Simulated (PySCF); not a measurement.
C₂H₅FSi₂, SMILES C#C[Si@@H](F)[SiH3].

Geometry: B3LYP-D3(BJ)/def2-SVP. The structure was generated by enumeration; whether it is a known compound was not checked.

The numbers are results of PBE0/def2-TZVP (PySCF), not measurements.

Gas-phase values at a fixed geometry.

```yaml
total_energy: -757.69187 hartree
highest_occupied_level: -8.08 eV
lowest_empty_level: -1.17 eV
orbital_gap: 6.91 eV
dipole_moment: 0.370 e·Å
quadrupole, principal values (traceless, Buckingham form, about the centre of nuclear charge): -7.52, -2.25, 9.77 D·Å
mean_static_polarisability: 75.5 bohr³ (11.18 Å³)
polarisability_principal_values: 58.4, 69.9, 98.1 bohr³
```
